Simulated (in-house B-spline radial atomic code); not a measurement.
**Se2+: [Ar] 3d10 4s2 4p2**

Method: non-relativistic r2SCAN, spin-polarised, spherical fractional occupations, point nucleus. Calculated with an all-electron radial atomic-structure program (B-spline basis).

Effective charges: Z_r = [3n² - l(l+1)]/(2<r>) from the radius, Z_e = n√(-2ε) from the energy, and Slater's rules. Values are occupation-weighted means over spin.

```csv
shell,electrons,ε (eV),<r> (bohr),Z_r,Z_e,Slater
1s,2,-12357,0.045,33.33,30.14,33.70
2s,2,-1597.7,0.1998,30.03,21.67,29.85
2p,6,-1434.9,0.1728,28.94,20.54,29.85
3s,2,-234.55,0.5836,23.13,12.46,22.75
3p,6,-177.86,0.5933,21.07,10.85,22.75
3d,10,-78.168,0.6253,16.79,7.19,12.85
4s,2,-37.247,1.724,13.92,6.62,7.65
4p,2,-26.759,1.978,11.63,5.61,7.65
```

The least bound orbital is 4p up at -26.76 eV, and it is also the most diffuse (<r> = 1.978 bohr).
